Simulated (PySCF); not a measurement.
# Correlation energy of P³⁺ (phosphorus, charge +3)

[Ne] 3s2, closed-shell 1S. All numbers are calculated (PySCF 2.14, the spin-free X2C one-electron Hamiltonian (Gaussian nucleus), in x2c-QZVPPall (9s6p4d2f1g, 70 functions)). Frozen: 1s2; 10 electrons correlated.

| level | correlation energy (mhartree) |
| --- | --- |
| CCSD | -235.55 |
| (T) | -2.27 |
| CCSD(T) | -237.82 |

Diagnostics: T1 = 0.0041, D1 = 0.0115, largest double amplitude 0.105.

Problem. Is a single reference adequate?

Solution. Mostly. T1 lies below 0.03, but a double amplitude of this size points to a near-degeneracy that CCSD handles and MP2 describes poorly.

This basis was not built for core-valence correlation, so the inner-shell part is incomplete.
